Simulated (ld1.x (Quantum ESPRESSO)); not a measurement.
# rhenium, TM: configuration errors across variants

- Element: rhenium
- Generator: ld1.x (Quantum ESPRESSO) 7.5
- Type: norm-conserving Troullier–Martins (Kleinman–Bylander form)
- Functional: LDA (PZ)
- Relativity: fully relativistic
- Frozen core: [Xe] 4f14
- Valence charge: 7
- Reference configuration: 5d5 6s2 6p0
- Partial waves: 6s (bound): rc 2.40 bohr; 5d (bound): rc 2.05 bohr; 6p (bound, empty): rc 4.00 bohr
- Local potential: the p channel
- Core correction: none

Open shells are filled in proportion to 2j + 1 (rel_dist='average').

All-electron excitation energies from the reference (eV): (1) 5d5 6s1 6p0 9.520; (2) 5d5 6s0 6p0 26.200; (3) 5d4 6s0 6p0 53.638; (4) 5d5 6s0 6p1 15.364; (5) 5d4 6s2 6p1 5.070; (6) 5d5.5 6s1.5 6p0 0.388; (7) 5d6 6s0 6p0 9.721.

The overlap operator is not positive definite (basis up to 400 Ry) in “type ultrasoft; waves now 6s (bound): rcut 2.10, rcutus 2.40 bohr; 6s channel at 0.55 Ry: rcut 2.10, rcutus 2.40 bohr; 6p (bound): rcut 3.50, rcutus 4.00 bohr; 6p channel at 3.4 Ry: rcut 3.50, rcutus 4.00 bohr; 5d (bound): rcut 1.80, rcutus 2.05 bohr; 5d channel at 0.25 Ry: rcut 1.80, rcutus 2.05 bohr; local potential all-electron potential smoothed inside 2.15 bohr (lloc = -1); augmentation built from norm-conserving waves at rcut, not smoothed further”. Such files are unfit for use, however small their errors in these radial tests.

1 further variants failed, have other tests or too few solved ones, and are left out.

A true bound ghost makes a file unfit for plane-wave use even where its test errors are small: the radial tests pick states by their node count and pass the ghost by.

Errors AE − PS in meV (a dash: test not solved or not reliable):

| change | (1) | (2) | (3) | (4) | (5) | (6) | (7) | bound ghosts |
| --- | --- | --- | --- | --- | --- | --- | --- | --- |
| base | +3.5 | +6.9 | -95 | -13 | -78 | -12 | -52 | none |
| wave 5d (bound): rc 2.05 bohr becomes 5d (bound): rc 2.98 bohr | +4.3 | +5.5 | -97 | -15 | -46 | -4.6 | -1.9 | none |
| wave 6p (bound): rc 4.00 bohr becomes 6p (bound): rc 4.60 bohr | +6.7 | +3.2 | -115 | +15 | -35 | -11 | -52 | none |
| all radii scaled by about 1.03 (s 2.48, p 4.14, d 2.12 bohr) | +4.2 | +5.6 | -101 | -5.1 | -66 | -11 | -52 | none |
| type ultrasoft; waves now 6s (bound): rcut 2.10, rcutus 2.40 bohr; 6s channel at 0.55 Ry: rcut 2.10, rcutus 2.40 bohr; 6p (bound): rcut 3.50, rcutus 4.00 bohr; 6p channel at 3.4 Ry: rcut 3.50, rcutus 4.00 bohr; 5d (bound): rcut 1.80, rcutus 2.05 bohr; 5d channel at 0.25 Ry: rcut 1.80, rcutus 2.05 bohr; local potential all-electron potential smoothed inside 2.15 bohr (lloc = -1); augmentation built from norm-conserving waves at rcut, not smoothed further | +6.1 | +42 | +90 | – | – | – | – | s (p1/2, p3/2 not tested, overlap not positive) |
| local potential the s channel | +4.1 | +27 | +30 | +28 | -41 | -8.8 | -46 | none |
| wave 6s (bound): rc 2.40 bohr becomes 6s (bound): rc 3.48 bohr | +1.6 | -34 | -309 | -50 | -52 | +0.4 | +28 | none |
| core correction a·sin(br)/r model core inside 1.12 bohr | -7.1 | -55 | -278 | -41 | -120 | -19 | -121 | none |

(1) Give the same row for: core correction a·sin(br)/r model core inside 1.50 bohr.

Results:

(1) -6.8, -54, -277, -40, -116, -19, -115; bound ghosts: none.
